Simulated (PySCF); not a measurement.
Highest harmonic wavenumber (cm⁻¹) of eight silicon and germanium compounds: PBE-D3(BJ) beside B3LYP-D3(BJ), computed with PySCF for isolated molecules in the bases named; differences from unrounded values. The eight are the first of their class met in an unordered collection, after screening for sound electronic states; none was chosen by its value. Each level has its own optimised geometry.

```json
[
 {"molecule": "C₅H₈Si, SMILES C#CC(=C)[SiH2]C", "basis": "def2-SVP", "B3LYP-D3(BJ)": "3471", "PBE-D3(BJ)": "3407", "difference": "-64"},
 {"molecule": "Se(Cl)(GeH3) (ClGeH3Se), SMILES Cl[Se][GeH3]", "basis": "def2-SVP", "B3LYP-D3(BJ)": "2154", "PBE-D3(BJ)": "2103", "difference": "-52"},
 {"molecule": "Si(H)2(Br)(Et) (C2H7BrSi), SMILES CC[SiH2]Br", "basis": "def2-SVP", "B3LYP-D3(BJ)": "3116", "PBE-D3(BJ)": "3061", "difference": "-55"},
 {"molecule": "C3H5FOSi, SMILES F[SiH2]C1=COC1", "basis": "def2-SVP", "B3LYP-D3(BJ)": "3217", "PBE-D3(BJ)": "3146", "difference": "-71"},
 {"molecule": "C2H12OSi3, SMILES [SiH3][C@@H](O[SiH2][SiH3])C", "basis": "def2-SVP", "B3LYP-D3(BJ)": "3119", "PBE-D3(BJ)": "3067", "difference": "-53"},
 {"molecule": "Ge(F)(Cl)2(OH) (Cl2FGeHO), SMILES [OH][Ge]([F])([Cl])[Cl]", "basis": "def2-SVP", "B3LYP-D3(BJ)": "3820", "PBE-D3(BJ)": "3707", "difference": "-112"},
 {"molecule": "Si(F)2(Br)(OH) (BrF₂HOSi), SMILES O[Si](F)(F)Br", "basis": "def2-SVP", "B3LYP-D3(BJ)": "3863", "PBE-D3(BJ)": "3754", "difference": "-109"},
 {"molecule": "C2H6F2Si, SMILES FC([SiH2]C)F", "basis": "def2-SVP", "B3LYP-D3(BJ)": "3136", "PBE-D3(BJ)": "3092", "difference": "-44"}
]
```

PBE-D3(BJ) lies below B3LYP-D3(BJ) in 8 and above it in 0 of the eight; the mean signed difference is -70 and the largest -112 cm⁻¹.
